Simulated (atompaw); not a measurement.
Cutoff test, silicon, PAW (atompaw)

| Quantity | Value |
| --- | --- |
| Element | silicon (Si) |
| Generator | atompaw 4.2.0.5 |
| Type | PAW |
| Functional | PBE |
| Relativity | scalar-relativistic |
| Frozen core | [Ne] |
| Valence charge | 4 |
| Reference configuration | 3s2 3p2 |
| Partial waves | 3s (bound): rc 1.45 bohr; 3s channel at 4.5 Ry: rc 2.35 bohr; 3p (bound): rc 2.35 bohr; 3p channel at 0.75 Ry: rc 2.35 bohr; 3d channel at 0.4 Ry: rc 2.35 bohr; 3d channel at 2.5 Ry: rc 2.35 bohr |
| Local potential | vpsmatchnc scheme with l = 3 at 0 Ry, radius 2.25 bohr |
| Core correction | smooth core density matched at 2.15 bohr |
| Augmentation charge | sinc compensation charge, radius 2.15 bohr; PAW radius 2.35 bohr; waves and projectors: custom polynom2 7 10 vanderbiltortho |

The pseudo-atom Hamiltonian at the reference potential is diagonalised in spherical Bessel functions j_l(qr) that vanish at 20 bohr, with q² up to the cutoff. All-electron valence levels (Ry): 3s -0.7947, 3p -0.3000.

How do the lowest levels (Ry) of each channel move with the cutoff, and are there ghosts?

| cutoff (Ry) | s #1 | s #2 | p #1 | d #1 | f #1 | Σ f·Δε (mRy) |
| --- | --- | --- | --- | --- | --- | --- |
| 8 | -0.7523 | -0.0249 | -0.2977 | 0.0546 | 0.1092 | 89.4 |
| 10 | -0.7713 | -0.0262 | -0.2982 | 0.0546 | 0.1092 | 50.5 |
| 12 | -0.7833 | -0.0271 | -0.2989 | 0.0546 | 0.1092 | 24.8 |
| 15 | -0.7900 | -0.0275 | -0.2997 | 0.0546 | 0.1092 | 9.9 |
| 18 | -0.7939 | -0.0278 | -0.2999 | 0.0546 | 0.1092 | 1.8 |
| 21 | -0.7945 | -0.0278 | -0.2999 | 0.0546 | 0.1092 | 0.5 |
| 25 | -0.7947 | -0.0278 | -0.2999 | 0.0546 | 0.1092 | 0.2 |
| 30 | -0.7947 | -0.0278 | -0.2999 | 0.0546 | 0.1092 | 0.1 |
| 400 | -0.7947 | -0.0278 | -0.3000 | 0.0546 | 0.1092 | 0.0 |

Result: no extra level below or beside the all-electron valence levels (s, p, d, f tested); 10 mRy is reached at 15 Ry and 1 mRy at 21 Ry.
